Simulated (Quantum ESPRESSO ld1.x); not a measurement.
Values are calculated unless marked as measured or tabulated.
Problem. Species: Pm XXIV. Configuration: [Kr] 4d2. Level of theory: Dirac Kohn-Sham, PBE, spin-unpolarised, spherical densities, point nucleus; open shells are shared between the two j in proportion to 2j + 1 (ld1.x of Quantum ESPRESSO 7.5).

Spin-orbit splittings of the eigenvalues, e(l+1/2) - e(l-1/2), with zeta = 2 splitting/(2l+1) and mean radii in bohr:

shell  occ.  splitting (eV)  zeta (eV)  <r> j=l-1/2  <r> j=l+1/2
2p        6           560.6      373.8      0.08240      0.08891
3p        6           114.6      76.43       0.2478       0.2601
3d       10           25.04      10.01       0.2311       0.2349
4p        6               ?          ?       0.5546       0.5745
4d        2           6.387      2.555       0.5784       0.5842

Estimate the 4p splitting.

Solution. 31.04 eV (zeta = 20.69 eV).
